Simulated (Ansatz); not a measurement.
## Ligand exchange: CHBr2Cl + AuCl → CHBrCl2 + AuBr

Gas-phase species: CHBr2Cl (chlorodibromomethane) `ClC(Br)Br`, singlet; AuCl (gold monochloride), singlet; CHBrCl2 (bromodichloromethane) `ClC(Cl)Br`, singlet; AuBr (bromogold), singlet. The partners trade Br for Cl: C–Br and Au–Cl bonds give way to C–Cl and Au–Br.

Shapes, held fixed at every level: PBE0-D4/def2-TZVP. Programs: Ansatz 0.2.0. The zero-point and thermal change to 298 K, harmonic and unscaled (PBE0-D4/def2-TZVP), is +0.7 kJ/mol.

Estimate ΔH(298 K) of this reaction.

The highest level, CCSD(T)/def2-TZVPP, gives ΔH(298 K) = -31.1 kJ/mol; the levels span -38.4 to -30.7. The column of differences is taken from that level and isn't an error. No measured value is set beside it here. For atoms past krypton def2 sets carry core potentials with scalar relativity. Relativity is left out for Br. Outer-core shells of Au, Br are correlated, in sets that cover them unevenly. Times are processor times on shared x86 and Arm servers, and rough.

```tsv
level	kind	ΔH(298 K) (kJ/mol)	less CCSD(T)/def2-TZVPP	CPU time (sum over the molecules)
PBE-D4/def2-TZVPP	GGA	-30.7	+0.4	17 s
r2SCAN-D4/def2-TZVPP	meta-GGA	-31.9	-0.8	38 s
BHLYP-D4/def2-TZVPP	global hybrid	-35.0	-3.9	24 s
PBE0-D4/def2-TZVPP	global hybrid	-33.9	-2.8	22 s
B2PLYP/def2-TZVPP	double hybrid	-32.5	-1.4	36 s
CCSD(T)/def2-SVP	coupled cluster or CI	-38.4	-7.3	–
CCSD(T)/def2-TZVPP	coupled cluster or CI	-31.1	0.0	–
```
